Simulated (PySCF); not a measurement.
**Stretching ZnS**

Set-up: basis Zn def2-TZVPP, S def2-TZVPP; no relativity; PySCF 2.14. Energies in eV from Zn + S in their ground configurations at the same level. State: ¹Σ⁺ (singlet), closed shell.

Curves on a restricted Hartree–Fock reference rise too fast on stretching and do not dissociate correctly.

| R (Å) | BP86 | RHF-CCSD(T) | RHF-CCSD | ωB97M-V |
| --- | --- | --- | --- | --- |
| 1.772 | -0.493 |  |  | -0.338 |
| 1.855 | -1.102 | -0.739 | -0.485 | -0.944 |
| 1.937 | -1.437 | -1.096 | -0.843 | -1.271 |
| 1.999 | -1.559 | -1.231 | -0.978 | -1.384 |
| 2.061 | -1.597 | -1.281 | -1.029 | -1.413 |
| 2.123 | -1.574 | -1.267 | -1.017 | -1.379 |
| 2.205 | -1.474 | -1.176 | -0.930 | -1.265 |
| 2.308 | -1.278 | -0.987 | -0.750 | -1.055 |
| 2.432 | -0.989 | -0.703 | -0.477 | -0.755 |
| 2.597 | -0.580 |  |  | -0.345 |

Q: Put a parabola through the three lowest points of the BP86 curve and estimate Re, k and ωe (reduced mass 21.31 u; 1 eV/Å² = 0.16022 mdyn/Å; ωe = 1302.8·√(k/μ) cm⁻¹).

A: Through R = 1.999, 2.061, 2.123 Å the second-order coefficient is 7.93 eV/Å², so Re ≈ 2.069 Å, k ≈ 2.54 mdyn/Å and ωe ≈ 450 cm⁻¹. A polynomial fit of higher order to the unrounded BP86 energies gives Re = 2.066 Å, k = 2.52 mdyn/Å, ωe = 448 cm⁻¹; anharmonicity and rounding make the difference.

The higher-order fit for each curve: BP86: Re = 2.066 Å, ωe = 448 cm⁻¹, De = 1.60 eV; RHF-CCSD(T): Re = 2.076 Å, ωe = 445 cm⁻¹, De = 1.28 eV; RHF-CCSD: Re = 2.078 Å, ωe = 440 cm⁻¹, De = 1.03 eV; ωB97M-V: Re = 2.055 Å, ωe = 462 cm⁻¹, De = 1.41 eV.

Correlated steps freeze 10 core orbitals. Where the molecule has an RHF reference, its open-shell atoms are computed with UHF. The CCSD T1 diagnostic is raised, a sign that a single reference may not be enough here.
